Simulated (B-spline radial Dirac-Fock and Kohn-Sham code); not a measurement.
ΔSCF core binding energies without Breit or QED terms, calculated with a radial finite-basis atomic code.

A sound run for the Er atom, configuration 1s2 2s2 2p6 3s2 3p6 3d10 4s2 4p6 4d10 4f12 5s2 5p6 6s2: The ground state converged in 11 iterations, with total energy -13092.23237 Ha, virial ratio 1.90634 and highest orbital energy -5.23 eV. ΔSCF binding energies: K (1s) 57745.8 eV, L3 (2p3/2) 8377.9 eV, M5 (3d5/2) 1411.9 eV.

A second run, with one unsound setting: The ground state converged in 10 iterations, with total energy -13091.90580 Ha, virial ratio 1.90623 and highest orbital energy 0.34 eV. ΔSCF binding energies: K (1s) 57742.1 eV, L3 (2p3/2) 8374.2 eV, M5 (3d5/2) 1408.3 eV.

```
iter   energy (Ha)        error
   1   -13091.12947469  2.16e+00
   2   -13091.85193184  9.17e-02
   3   -13091.89874473  2.37e-02
   4   -13091.90480095  1.20e-02
   5   -13091.90542062  5.45e-03
   6   -13091.90562755  3.37e-03
   7   -13091.90579879  1.10e-04
   8   -13091.90579933  1.36e-04
   9   -13091.90579957  1.48e-05
  10   -13091.90579957  4.60e-07
```

Question: Which fault fits the second run best?
A. box too small
B. too few iterations
C. functional not served
D. overfilled shell

Answer: A. The input had rmax = 5.0: rmax squeezes the outer orbitals.
